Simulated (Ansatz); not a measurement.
A series at Mo: from `[O]=[Mo]([F])([F])([F])[F]`, ligands are replaced one by one, each step taking up HCl and setting free H–F; n counts the steps. Ansatz, PBE0-D4/def2-TZVP geometries.

| n | molecule | zero-point energy, PBE0-D4/def2-TZVP (kJ/mol) |
| --- | --- | --- |
| 0 | `[O]=[Mo]([F])([F])([F])[F]` | 32.9 |
| 1 | `[O]=[Mo]([F])([F])([F])[Cl]` | 31.7 |
| 2 | `[O]=[Mo]([F])([F])([Cl])[Cl]` | 28.9 |
| 3 | `[O]=[Mo]([F])([Cl])([Cl])[Cl]` | ? |

By hand: fit a straight line y = ȳ + b (n − n̄) to the 3 given rows and predict n = 3.

n̄ = 1.000, ȳ = 31.17; Σ(n − n̄)(y − ȳ) = -4.00, Σ(n − n̄)² = 2.000, so b = -2.00 kJ/mol a step. Prediction: 31.17 + (-2.00) × (2.000) = 27.2 kJ/mol.

By hand: compare with the computed value, 26.2 kJ/mol, and give the steps along the whole series.

The line misses by -1.0 kJ/mol (computed minus predicted). Steps: -1.2, -2.8, -2.7 kJ/mol.

The steps differ by up to 1.6 kJ/mol without a steady trend. The miss is 14.9 % of the series' range.
